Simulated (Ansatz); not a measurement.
Molecule: sum formula ZrOF2, net charge 0, singlet state. 
Geometry from a B3LYP-D3(BJ)/def2-TZVP (Ansatz, a program for electronic structure) optimisation:
```xyz
4

Zr     0.0325    -0.0703    -0.1557
O     -1.3676    -1.0731     0.1502
F     -0.4532     1.7911    -0.4499
F      1.5243    -0.5248     1.0084
```

Q: Give the harmonic wavenumbers at B3LYP-D3(BJ)/def2-TZVP (Ansatz, finite differences of forces, unscaled).

A: 100, 176, 237, 616, 641, 959 cm⁻¹. Zero-point energy 3.9 kcal/mol.

Q: From these and the geometry, give the ideal-gas thermochemistry at 298.15 K and 1 atm (rigid rotor, harmonic oscillator).

A: Point group Cs, rotational symmetry number 1. Rotational constants 6.275, 4.407, 2.77 GHz. S(trans) 40.83, S(rot) 25.84, S(vib) 8.56, S(elec, spin only) 0.00, S 75.2 cal/(mol K). H(298) - H(0) 3.73 kcal/mol; G - E(el) -14.8 kcal/mol.
